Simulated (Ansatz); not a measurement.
Compare A (`F[CH]1C=[CH][GeH2]1`) with its isomer B (`C#[C][GeH]([CH3])[F]`).

Program: Ansatz. Geometries: PBE0-D4/def2-TZVP. ΔE: electronic, gas phase. CCSD(T)/CBS is the MP2 limit (def2-TZVPP, def2-QZVPP) plus CCSD(T) − MP2 in def2-TZVPP, frozen cores. DFT in def2-TZVPP. For Ge outer-core shells are correlated without core-valence functions, which leaves a few kJ/mol of doubt a bond. Scalar relativity is left out up to krypton.

(1) Which isomer does CCSD(T)/CBS put lower? Give the gap. (Estimate.)

(2) Give E(B) − E(A) in kcal/mol with ωB97M-V, CCSD/def2-TZVPP, CCSD(T)/def2-SVP, B2PLYP, LDA (SPW92), MP2/def2-TZVPP, HF/def2-TZVPP. (Best estimate.)

(3) Does the order hold for the free energy at 298.15 K (harmonic terms from PBE0-D4)? (Best estimate.)

Largest T1 diagnostic: 0.012.

Answers

(1) Computed: B, by 34.7 kcal/mol.

(2) The calculation gave: ωB97M-V -32.4, CCSD/def2-TZVPP -36.5, CCSD(T)/def2-SVP -32.2, B2PLYP -36.7, LDA (SPW92) -18.6, MP2/def2-TZVPP -39.0, HF/def2-TZVPP -40.9. None reverses the order clearly.

(3) Computed: Yes: G(B) − G(A) = -36.7 kcal/mol.

At CCSD(T), def2-SVP lies +2.5 kcal/mol from the extrapolated value and def2-TZVPP −1.0 kcal/mol. In def2-TZVPP, CCSD(T) changes the Hartree–Fock value by +5.2 kcal/mol (the triples alone add +0.8 kcal/mol) and MP2 by +1.9 kcal/mol.
